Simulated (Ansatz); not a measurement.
Relaxation of AlClH₄O₂ (8 atoms, charge 0, multiplicity 1), to a largest force component of 0.03 eV/Å in at most 50 steps.

All numbers below come from RKS PBE-D4/6-31G* in Ansatz 0.2.0.

```xyz
8
Properties=species:S:1:pos:R:3:forces:R:3
Al 0.109 -0.639 -0.455 0.12 -0.73 0.38
H 0.202 0.003 2.228 -0.19 1.55 0.62
Cl 1.797 0.525 -0.885 0.00 0.02 -0.01
O -1.417 -0.046 -0.964 -0.05 0.05 -0.04
H -2.230 -0.566 -0.836 0.03 0.00 0.01
O 0.405 -2.171 0.351 -0.08 0.49 -0.49
H -0.348 -2.771 0.503 0.00 0.02 -0.01
H 0.285 -0.659 1.968 0.18 -1.40 -0.45
```

Task: Where does it end, and by what steps?

Result: It converged. The force dipped under the threshold on the way, but the program's further checks kept it going. After 12 steps the energy has fallen by 0.082 eV; H2 moved furthest, 0.28 Å.

```
step  energy less start (eV)  largest force component (eV/Å)  accepted
   0                  0.0000                           1.549       yes
   1                 -0.0692                           0.579       yes
   2                 -0.0734                           0.376       yes
   3                 -0.0780                           0.159       yes
   4                 -0.0794                           0.111       yes
   5                 -0.0801                           0.091       yes
   6                 -0.0749                           0.602        no
   7                 -0.0759                           0.412        no
   8                 -0.0807                           0.021       yes
   9                 -0.0814                           0.112       yes
  10                 -0.0813                           0.138        no
  11                 -0.0819                           0.004       yes
  12                 -0.0821                           0.013       yes
```

```xyz
8
Properties=species:S:1:pos:R:3
Al 0.121 -0.721 -0.418
H 0.118 0.242 2.098
Cl 1.811 0.468 -0.794
O -1.400 -0.020 -0.802
H -2.213 -0.553 -0.753
O 0.415 -2.322 0.138
H -0.331 -2.923 0.313
H 0.280 -0.495 2.127
```

The run took 33 s on 1 thread of Arm Neoverse V1 (shared host), peak memory 0.14 GiB.
